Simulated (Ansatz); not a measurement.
`[SiH3][SnH2][SiH3]` + H₂ → `[SiH3][SnH3]` + SiH₄ at 500 K and 1 bar (hydrogenolysis of the Sn–Si bond).

Gas-phase electronic energies from Ansatz, PBE0-D4/def2-TZVP geometries. CBS: MP2 limit from def2 TZ/QZ plus the TZ coupled-cluster correction, frozen cores. This one scheme is used for every species. def2 core potentials past Kr. For Sn outer-core shells are correlated without core-valence functions, which leaves a few kJ/mol of doubt a bond.

```json
{"species": "`[SiH3][SnH2][SiH3]`", "CCSD(T)/CBS energy (Eh)": "-796.97679", "H − E (kJ/mol)": "218.2", "S (J/(mol·K))": "453.5"}
{"species": "H₂", "CCSD(T)/CBS energy (Eh)": "-1.17544", "H − E (kJ/mol)": "41.0", "S (J/(mol·K))": "145.5"}
{"species": "`[SiH3][SnH3]`", "CCSD(T)/CBS energy (Eh)": "-506.68362", "H − E (kJ/mol)": "154.7", "S (J/(mol·K))": "359.8"}
{"species": "SiH₄", "CCSD(T)/CBS energy (Eh)": "-291.46306", "H − E (kJ/mol)": "102.4", "S (J/(mol·K))": "230.9"}
```

H − E and S are ideal-gas, rigid-rotor, harmonic terms from PBE0-D4/def2-TZVP. The MP2-based limit puts H₂ 0.8 mEh under its directly extrapolated value; such offsets cancel only in part. 1 Eh = 2625.50 kJ/mol, R = 8.31446 J/(mol·K).

By hand: ΔE, ΔH, ΔS and ΔG.

ΔE = (-506.68362) + (-291.46306) − (-796.97679) − (-1.17544) = 0.00555 Eh = 14.6 kJ/mol. Δ(H − E) = 154.7 + 102.4 − 218.2 − 41.0 = -2.1, so ΔH = 12.5 kJ/mol. ΔS = 359.8 + 230.9 − 453.5 − 145.5 = -8.3 J/(mol·K). ΔG = 12.5 − 500 × (-8.3)/1000 = 16.6 kJ/mol.

By hand: the equilibrium constant, and the temperature at which ΔG would vanish if ΔH and ΔS stayed fixed.

log₁₀ K = −ΔG/(RT ln 10) = -1.7. ΔH and −TΔS have one sign here, so there is no such temperature.

The number of gas molecules stays the same, so ΔS is small and ΔH decides. A doubt of 5 kJ/mol in ΔE shifts log₁₀ K by 0.5 here. These are equilibria of isolated gas molecules and say nothing of rates. Largest T1 diagnostic: 0.013 (customary marks: 0.02 for closed shells, 0.045 for open ones).
